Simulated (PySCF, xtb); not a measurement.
B(Br)(NH2)2 (BBrH4N2), SMILES NB(Br)N. One conformer was computed; it need not be the lowest.

Harmonic wavenumbers (cm⁻¹) from GFN2-xTB (xtb) at its own minimum, in rising order: 266, 290, 415, 419, 460, 498, 508, 516, 814, 892, 1171, 1418, 1531, 1538, 3516, 3519, 3553, 3557.

Q: What does PBE0-D3(BJ)/def2-SVP run with PySCF give at its own minimum? (The exact figures need the calculation; the answer reports its results.)

A: 281, 311, 319, 361, 370, 502, 534, 578, 846, 929, 1224, 1440, 1581, 1609, 3651, 3656, 3766, 3767. Paired by order, the mean absolute difference is 74 cm⁻¹ and the zero-point energies are 35.6 and 36.8 kcal/mol.
